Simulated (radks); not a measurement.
Tm2+, 67 electrons, occupied as [Xe] 4f10 6s2 6p1 (not the ground configuration).

Method: Dirac Kohn-Sham, PBEsol, spin-unpolarised, spherical densities, finite nucleus; open shells are shared between the two j in proportion to 2j + 1; Fermi nuclear charge, rms radius 5.2256 fm; computed with a radial shooting solver on a logarithmic mesh with Libxc functionals.

Energy parts (hartree):
| part | energy |
|---|---|
| total | -13573.9428 |
| kinetic | 15027.0825 |
| electron-nucleus | -33534.0986 |
| Hartree | 5213.4096 |
| exchange-correlation | -280.3363 |

Orbitals (lengths in bohr, moments of r in powers of bohr; <r^-3> diverges for s and p1/2):
| orbital | occ. | eigenvalue (hartree) | <r^-3> | <r^2> |
|---|---|---|---|---|
| 1s1/2 | 2 | -2176.585 | - | 0.0005489 |
| 2s1/2 | 2 | -368.5860 | - | 0.008463 |
| 2p1/2 | 2 | -351.4730 | - | 0.006093 |
| 2p3/2 | 4 | -315.4829 | 12810 | 0.007309 |
| 3s1/2 | 2 | -84.35668 | - | 0.05578 |
| 3p1/2 | 2 | -76.81291 | - | 0.05153 |
| 3p3/2 | 4 | -69.21722 | 2810 | 0.05833 |
| 3d3/2 | 4 | -56.31525 | 479.6 | 0.04582 |
| 3d5/2 | 6 | -54.65564 | 417.5 | 0.04770 |
| 4s1/2 | 2 | -18.10825 | - | 0.2781 |
| 4p1/2 | 2 | -15.06850 | - | 0.2892 |
| 4p3/2 | 4 | -13.33049 | 643.9 | 0.3258 |
| 4d3/2 | 4 | -8.31517 | 95.18 | 0.3621 |
| 4d5/2 | 6 | -7.99530 | 81.43 | 0.3761 |
| 5s1/2 | 2 | -3.33458 | - | 1.520 |
| 5p1/2 | 2 | -2.43452 | - | 1.836 |
| 5p3/2 | 4 | -2.16639 | 98.55 | 2.091 |
| 4f5/2 | 4.28571 | -1.86832 | 13.75 | 0.5813 |
| 4f7/2 | 5.71429 | -1.81607 | 13.21 | 0.5967 |
| 6s1/2 | 2 | -0.80220 | - | 8.753 |
| 6p1/2 | 0.333333 | -0.59534 | - | 11.66 |
| 6p3/2 | 0.666667 | -0.55505 | 15.14 | 12.93 |

The highest occupied level is 6p3/2 at -15.104 eV. The density falls to 0.001 e/bohr^3 at r = 4.63 bohr.
